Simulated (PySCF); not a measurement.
Shapes and spin states of HOsN

These are results of PySCF, PBE0, basis Os def2-TZVP with ECP60, N def2-TZVP, H def2-TZVP (scalar-relativistic core potentials, no spin–orbit coupling, density fitting), not measurements.

Relaxations began from a few typed shapes and spin states; open shells are unrestricted. The search is not exhaustive: other isomers or separated fragments can lie lower, and high-lying points may rest on an excited occupation.

| spin | group | bonds | angles | imaginary modes (cm⁻¹) | ΔE (kJ/mol) | ΔE with ZPE (kJ/mol) |
| --- | --- | --- | --- | --- | --- | --- |
| singlet | Cs | Os–H 1.588 Å, Os–N 1.594 Å | H–Os–N 93.8° | none | 0.0 | 0.0 |
| triplet | Cs | Os–H 1.636 Å, Os–N 1.627 Å | H–Os–N 110.7° | none | 39.5 | 36.6 |
| quintet | Cs | Os–H 1.648 Å, Os–N 1.692 Å | H–Os–N 112.2° | none | 146.2 | 142.1 |
| triplet | C∞v | Os–H 1.860 Å, Os–N 1.638 Å | H–Os–N 180.0° | 670i, 670i | 159.8 | – |

The lowest minimum found is the singlet Cs: Os–H 1.588 Å, Os–N 1.594 Å; H–Os–N 93.8°.

For the lowest minimum: with an element this heavy the missing spin–orbit coupling can shift these numbers.
